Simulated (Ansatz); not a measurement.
SiH2Me(OMe) (C2H8OSi), 12 atoms. Hardware: 4 threads of Arm Neoverse V1 on a shared host.

Correlated methods freeze 8 core orbitals.

Question: How many basis functions does each of these Ansatz runs have, and roughly what does it cost? PBE0-D4/def2-TZVP, charge 1 doublet at the geometry of the charge 0 singlet, energy, from earlier orbitals; CCSD(T)/def2-TZVPP, charge 0 singlet, energy, from earlier orbitals; PBE-D4/def2-TZVP, charge 1 doublet at the geometry of the charge 0 singlet, energy, from earlier orbitals; PBE0-D4/def2-SVP, charge 0 singlet, energy with a search over starts; PBE0-D4/def2-SVP, charge 0 singlet, energy, from earlier orbitals; PBE-D4/def2-TZVP, charge 1 doublet, energy, from earlier orbitals; PBE-D4/def2-TZVP, charge 0 triplet at the geometry of the charge 0 singlet, energy, from earlier orbitals; LDA (SPW92)/def2-TZVP, charge 0 singlet, energy, from earlier orbitals; HF/STO-3G, charge 0 singlet, energy; B97M-V/def2-TZVP, charge 0 singlet, energy, from earlier orbitals; PBE-QIDH/def2-TZVP, charge 0 singlet, energy, from earlier orbitals; r2SCAN-D4/def2-SVP, charge 1 doublet, relaxation, 24 steps.

Answer: Other jobs shared the machine, so times can vary by a factor of up to 3. A dash marks memory too small to be measured apart from the calling script's.

```json
{"run": "HF/STO-3G, charge 0 singlet, energy", "functions": "32", "fitting or Cholesky vectors": "418", "wall time": "0.1 s", "peak host memory (GiB)": "–"}
{"run": "PBE0-D4/def2-SVP, charge 0 singlet, energy, from earlier orbitals", "functions": "100", "fitting or Cholesky vectors": "1119", "wall time": "0.85 s", "peak host memory (GiB)": "–"}
{"run": "LDA (SPW92)/def2-TZVP, charge 0 singlet, energy, from earlier orbitals", "functions": "178", "fitting or Cholesky vectors": "1115", "wall time": "0.85 s", "peak host memory (GiB)": "–"}
{"run": "PBE0-D4/def2-SVP, charge 0 singlet, energy with a search over starts", "functions": "100", "fitting or Cholesky vectors": "1119", "wall time": "1.2 s", "peak host memory (GiB)": "–"}
{"run": "PBE-D4/def2-TZVP, charge 1 doublet, energy, from earlier orbitals", "functions": "178", "fitting or Cholesky vectors": "1115", "wall time": "2.2 s", "peak host memory (GiB)": "–"}
{"run": "PBE-D4/def2-TZVP, charge 1 doublet at the geometry of the charge 0 singlet, energy, from earlier orbitals", "functions": "178", "fitting or Cholesky vectors": "1115", "wall time": "2.7 s", "peak host memory (GiB)": "–"}
{"run": "PBE-D4/def2-TZVP, charge 0 triplet at the geometry of the charge 0 singlet, energy, from earlier orbitals", "functions": "178", "fitting or Cholesky vectors": "1115", "wall time": "2.7 s", "peak host memory (GiB)": "–"}
{"run": "PBE-QIDH/def2-TZVP, charge 0 singlet, energy, from earlier orbitals", "functions": "178", "fitting or Cholesky vectors": "1214", "wall time": "3 s", "peak host memory (GiB)": "–"}
{"run": "PBE0-D4/def2-TZVP, charge 1 doublet at the geometry of the charge 0 singlet, energy, from earlier orbitals", "functions": "178", "fitting or Cholesky vectors": "1131", "wall time": "3.6 s", "peak host memory (GiB)": "–"}
{"run": "B97M-V/def2-TZVP, charge 0 singlet, energy, from earlier orbitals", "functions": "178", "fitting or Cholesky vectors": "1115", "wall time": "6 s", "peak host memory (GiB)": "–"}
{"run": "r2SCAN-D4/def2-SVP, charge 1 doublet, relaxation, 24 steps", "functions": "100", "fitting or Cholesky vectors": "1119", "wall time": "72 s", "peak host memory (GiB)": "–"}
{"run": "CCSD(T)/def2-TZVPP, charge 0 singlet, energy, from earlier orbitals", "functions": "247", "fitting or Cholesky vectors": "1422", "wall time": "5.5 min", "peak host memory (GiB)": "2.1"}
```
